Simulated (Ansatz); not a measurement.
Input for Ansatz (an electronic-structure program): U-wB97X-V/def2-TZVPP on Sb2, a point of a bond scan (R = 2.488 Å). Elements past Kr take the def2 small-core potentials; no spin–orbit coupling.

Ansatz 0.2 input:
```yaml
crystal:
  periodic: [false, false, false]
  atoms:
    - {symbol: Sb, position_ang: [-0.00000000, -0.00000000, -1.24399440]}
    - {symbol: Sb, position_ang: [0.00000000, 0.00000000, 1.24399440]}
basis:
  gaussian:
    orbitals: def2-TZVPP
hamiltonian:
  xc: {name: wB97X-V}
magnetization: {spin_polarized: true, initial_magnetization: 0}
```

The head of its log:

```
WARN ansatz: RAYON_NUM_THREADS=1 ignored (pool sized by the plan → 1); use --threads N
Functional definition: wB97X-V
integrals: 0.05 GiB planned
872 factors; their error is unknown
integrals: 0.08 GiB planned
163 factors; integrals over basis functions are off by at most 1.1e-4 eV
mean field: 0.62 GiB planned
mean field evaluation 1: about -13074.0640 eV, gradient 4.4e0 eV
mean field evaluation 2: about -13074.1450 eV, gradient 2.4e0 eV
```

Task: What total energy does the run end on?

Result: -480.4756 hartree. Its determinant has ⟨S²⟩ = 0.15, a mixture of spin states.
